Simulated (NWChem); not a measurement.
Species: CH₃ClFeN₂, quintet; SMILES [Cl][Fe]1[NH]C=[NH]->1

```xyz
8

Fe    -0.1749     0.2757     0.0000
Cl     0.1367     2.4249    -0.0004
C     -0.5377    -2.1057    -0.0011
N     -0.4261    -1.4083    -1.1160
N     -0.4307    -1.4086     1.1146
H     -0.7090    -3.1973    -0.0015
H     -0.5044    -1.9006    -1.9959
H     -0.5126    -1.9011     1.9942
```
Atoms are numbered in this order, from 1.

All runs: NWChem. Pople sets run with spherical d functions. Spin-unrestricted. All runs use the structure optimised with PBE0/def2-SVP, spin-unrestricted. Not confirmed as a minimum by frequencies. This spin state was assumed; another may lie lower. No stability test was run on the SCF state. Vzz is the largest principal value of the second derivative of the potential at the nucleus (NWChem prints the opposite sign); η is the asymmetry. Non-relativistic.

**Question.** What does the run give for PBE/6-31G*? Quantities: Vzz Fe1 (a.u.); η Fe1; Vzz Cl2 (a.u.); η Cl2; Vzz N5 (a.u.); η N5.

**Answer.** 
```yaml
Vzz Fe1 (a.u.): 1.326
"η Fe1": 0.77
Vzz Cl2 (a.u.): 0.800
"η Cl2": 0.02
Vzz N5 (a.u.): 0.478
"η N5": 0.25
```
